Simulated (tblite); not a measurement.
C$_{3}$H$_{5}$O$_{3}$, charge +1, singlet, geometry from GFN2-xTB; GFN1-xTB with ALPB(water) (tblite).

tblite was given this input:
```
$ tblite run mol.xyz --method gfn1 --charge 1 --spin 0 --alpb water --json tblite.json --no-restart

# file mol.xyz
11

O      1.95748784    -0.27218951     0.25694050
C      0.71157370    -0.09779135     0.09291878
O     -0.11883146    -1.01392262     0.41561781
C     -1.45568286    -0.56035097     0.12812415
C     -1.22471823     0.85306571    -0.44647811
O      0.21108993     0.98360706    -0.39619007
H      2.54572447     0.46266413    -0.00759398
H     -2.02566280    -0.57340310     1.06081133
H     -1.90571494    -1.26033741    -0.58070798
H     -1.53967103     0.96714092    -1.48661242
H     -1.65968183     1.65443568     0.15576821
```

The log (banner, timings and long lists left out):

```
xTB calculator
 | screened Coulomb repulsion
 | Coulomb electrostatics
 |  * isotropic Klopman-Ohno-Mataga-Nishimoto electrostatics
 |  * onsite third-order electrostatics
 | DFT-D3(BJ) dispersion correction
 | Interactions (3)
 | [1] alpb/gbsa reaction field model
 | [2] cds contribution to solvation
 | [3] empirical free energy shift and standard state/solvent correction

halogen bonding energy    0.0000000000000E+00 Eh
repulsion energy          1.7401688366377E-01 Eh
dispersion energy        -3.1057530543490E-03 Eh
interaction energy        3.5713334174878E-03 Eh
number of electrons       3.4000000000000E+01 e
integral cutoff           1.9731147476801E+01 bohr

------------------------------------------------------------
  cycle        total energy    energy error   density error
------------------------------------------------------------
      1     -22.30747390523  -2.2481956E+01   6.6350090E-01
      2     -22.76276398025  -4.5529008E-01   3.2625240E-01
      3     -22.76650791850  -3.7439383E-03   1.6253761E-01
      4     -22.76682787926  -3.1996076E-04   2.1494770E-02
      5     -22.76753259297  -7.0471371E-04   6.8841606E-03
      6     -22.76764833637  -1.1574340E-04   3.1867852E-03
      7     -22.76767329625  -2.4959877E-05   1.2669665E-03
      8     -22.76767784481  -4.5485564E-06   1.9187621E-04
      9     -22.76767795043  -1.0562145E-07   8.2289599E-06
------------------------------------------------------------

electronic energy        -2.2942160414455E+01 Eh
total energy             -2.2767677950428E+01 Eh

Post processing:
 | Mayer-Wiberg bond orders

[Info] JSON dump of results written to 'tblite.json'
```
